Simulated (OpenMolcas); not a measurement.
W I: effect of correlating more closed shells

- Program: OpenMolcas
- Basis: ANO-RCC-VTZP [8s7p5d3f2g1h]
- Scalar Hamiltonian: DKH2, point nucleus
- Active space: 6 electrons in 6 orbitals (5d 6s)
- State averaging: 2S+1 = 5 even, 30 roots; 2S+1 = 7 even, 1 root kept (CI in the orbitals of an earlier block); 2S+1 = 3 even, 55 roots kept (CI in the orbitals of an earlier block); 2S+1 = 1 even, 30 roots kept (CI in the orbitals of an earlier block)
- Spin-orbit coupling: RASSI with atomic mean-field integrals over the reference wave functions, term energies averaged over their components

Methods on the same reference wave functions:
A. CASSCF
B. MS-CASPT2, IPEA 0.25 Eh, imaginary shift 0.1 Eh (closed shells correlated: none)
C. MS-CASPT2, IPEA 0.25 Eh, imaginary shift 0.1 Eh (closed shells correlated: 5s 5p)

Energies in eV above 5d4 6s2 5D0, the measured ground level; measured values from NIST Handbook of Basic Atomic Spectroscopic Data.

```tsv
Level	A	B	C	Measured
5d5 6s 7S3	-0.9528	0.1408	0.2028	0.3659
5d4 6s2 5D0	0.0000	0.0000	0.0000	0.0000
5d4 6s2 5D1	0.1305	0.1519	0.1436	0.2071
5d4 6s2 5D2	0.2905	0.341	0.327	0.4123
5d4 6s2 5D3	0.4481	0.523	0.509	0.5988
5d4 6s2 5D4	0.6072	0.697	0.686	0.7711
5d4 6s2 3P0 [57 %]	1.3427	1.305	1.367	1.1479
5d4 6s2 3P1 [57 %]	1.7974	1.748	1.828	1.6499
5d5 6s 5G4	1.8555	2.511	2.564	
5d5 6s 5G3 [59 %]	1.8701	2.517	2.564	
5d5 6s 5G5	1.8805	2.587	2.641	
5d5 6s 5G6	1.9183	2.633	2.681	
5d4 6s2 3F2	2.1382	2.177	2.204	
5d5 6s 5P1 [53 %]	2.1458	2.617	2.742	
5d4 6s2 3H6	2.3421	2.299	2.286	
5d5 6s 5D4	2.6028	2.882	2.961
```

A puts 5d5 6s 7S3 lowest.

Deviations, from unrounded energies. A percentage is the sum of absolute deviations over the sum of measured energies, with the sign that they share, or ± where signs differ.

```tsv
Against measurement	Levels	A	B	C
mean absolute deviation (cm-1)	7	2500	870	1000
fine structure of the ground term (%)	4	-25.8	-13.9	-16.3
other terms of the ground configuration (%)	2	+12.2	+9.1	+14.2
other configurations (%)	1	-360.4	-61.5	-44.6
```

B lies closest to measurement on these levels and A furthest from it. The largest miss of B in the table is 5d5 6s 7S3, by -1800 cm-1. The ranking rests on the paired levels alone, and a cruder setting can come out closer through cancelling errors.

Between B and C the level of the table that moves most is 5d5 6s 5P1 [53 %], by 1000 cm-1 (lowest in B, highest in C). Moves below CASPT2's spread within the term are not significant.

The mean deviations of B to C differ by less than CASPT2's widest spread within a term (810 cm-1), so their order carries little weight.

From A to B the spin-free energies of the other terms of 5d4 6s2 shown, above 5D, scale by factors of 0.85 to 0.98.

The lowest spin-free term lies below A's lowest term by 0.075 hartree in B, 0.339 hartree in C.

What an inner shell adds also hangs on whether the basis holds functions to correlate it.

Term energies are means over components that CASPT2 splits; among the terms shown or strongly mixed into the levels shown the widest spread is 1500 cm-1 (5d4 6s2 1I, C). Terms from blocks run as CI alone lack orbitals of their own. Configurations are named by rounded mean occupations; where the s occupation lies near a half they are strongly mixed, a name can repeat and a true partner stay unpaired. A single d shell beside an s shell can misplace configurations of different d count against each other. The CASPT2 spread within a term exceeds the gap to the next term for 5d4 6s2 3F and 5d4 6s2 3H, 5d4 6s2 3H and 5d4 6s2 3D, 5d5 6s 5D and 5d4 6s2 1I, so the order of their levels is uncertain (figures for B; the like holds for C). Without dynamic correlation excited terms often stand tens of per cent too high (terms of higher spin than the ground term too low), and those without a measured partner can miss by more than the paired ones (holds for A). The lowest computed level is not the ground level that NIST lists (5D0) (holds for A). The lowest spin-free term belongs to 5d5 6s, not to the configuration of the lowest level (holds for B; C). Some terms miss by over 15 % even with CASPT2, which points to a basis or an active space too small for the shells correlated (holds for B; C). Computed and measured levels are paired by configuration, term and J; levels that our copy of the source lacks, or whose pairing is in doubt (as where it misses far off the trend of its configuration), stay unpaired and out of the deviations. Levels of configurations outside the active space are missing. The table leaves out levels that lie high or whose names do not pair safely across all columns.

A share in square brackets marks a mixed level and gives the weight of the term that names it, the lowest over the columns.
